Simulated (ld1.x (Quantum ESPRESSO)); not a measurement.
## Scattering properties, ultrasoft potential for selenium (Se)

Se, ultrasoft, made with ld1.x (Quantum ESPRESSO) 7.5 (BLYP, scalar-relativistic). Core [Ne], reference 3s2 3p6 3d10 4s2 4p4. Waves: 3s (bound): rcut 0.85, rcutus 0.95 bohr; 4s (bound): rcut 0.85, rcutus 0.95 bohr; 3p (bound): rcut 0.85, rcutus 0.90 bohr; 4p (bound): rcut 0.85, rcutus 0.90 bohr; 3d (bound): rcut 0.80, rcutus 0.85 bohr; 3d channel at -0.3 Ry: rcut 0.80, rcutus 0.85 bohr. Local part: all-electron potential smoothed inside 0.75 bohr (lloc = -1). Core correction: none. Augmentation charge: PSQ, inside the norm-conserving radii.

The phase is arctan(r·u′/u) with u = r·R(r), unwrapped; energies in Ry, scanned from -18 to 5 Ry. A pole is an energy at which the radial function vanishes at the test radius. The pseudo phase is shifted by a multiple of π to meet the all-electron one at the reference energy, and phase errors are pseudo minus all-electron; the curves can meet again beyond the range given. Levels narrower than the energy grid can be missing from the lists of poles.

Problem. For each channel, where are the poles, and over which energies does the pseudopotential scatter like the atom?

Solution.

```tsv
channel	radius (bohr)	reference energy (Ry)	poles, all-electron	poles, pseudo	unbroken range about the reference energy with phases within 0.05 rad	phase error 1 Ry above the reference energy (rad)
s	1.06	-1.26	-14.31	-14.31	the whole range	+0.000
p	1.06	-0.47	-9.61	-9.61	the whole range	-0.000
d	1.06	-3.90	-2.00	-2.00	the whole range	+0.000
```

The ghost test of this file was not conclusive. Its overlap operator is not positive definite in a basis up to 400 Ry (lowest eigenvalue p -0.69), so the file is unfit for use: the generalised eigenproblem breaks down once the basis is large enough, and its test numbers describe a broken file.

Phases in the d channel:

```csv
E (Ry),all-electron,pseudo
-18.00,1.333,1.333
-17.04,1.325,1.325
-16.08,1.315,1.315
-15.12,1.305,1.305
-14.16,1.293,1.293
-13.20,1.279,1.279
-12.24,1.262,1.262
-11.28,1.241,1.241
-10.32,1.214,1.214
-9.36,1.179,1.179
-8.40,1.128,1.128
-7.44,1.047,1.047
-6.48,0.895,0.895
-5.52,0.517,0.517
-4.56,-0.476,-0.476
-3.60,-1.220,-1.219
-2.64,-1.481,-1.481
-1.68,-1.604,-1.604
-0.72,-1.679,-1.679
0.24,-1.734,-1.734
1.20,-1.781,-1.781
2.16,-1.824,-1.824
3.12,-1.867,-1.868
4.08,-1.915,-1.915
```
